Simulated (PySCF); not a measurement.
How methods differ on the excitation energy of Ag

Ag [Kr] 4d10 5s1 (2S) → Ag [Kr] 4d9 5s1 5p1 (high-spin determinant), as a difference of total energies. Calculation: PySCF 2.14, in x2c-TZVPPall with one added diffuse shell each of s, p, d, f type (9s7p7d3f1g, 95 functions); the spin-free X2C one-electron Hamiltonian (Gaussian nucleus). Correlated levels: valence: [Kr] frozen. The calculations carry no spin-orbit coupling.

```json
{"method": "UHF", "excitation energy (eV)": "5.740"}
{"method": "MP2 (valence)", "excitation energy (eV)": "7.627"}
{"method": "SCS-MP2 (valence)", "excitation energy (eV)": "7.541"}
{"method": "CCSD (valence)", "excitation energy (eV)": "7.190"}
{"method": "CCSD(T) (valence)", "excitation energy (eV)": "7.311"}
```

Q: How much does correlation contribute at CCSD(T) (valence)?

A: 7.311 − (5.740) = 1.571 eV, measured against UHF.

A first-order spin-orbit estimate (lowest level to lowest level, LS coupling) adds -0.169 eV.

The determinant of the upper state mixes LS terms, which raises its energy above the lowest term, most at the Hartree-Fock and MP2 levels.
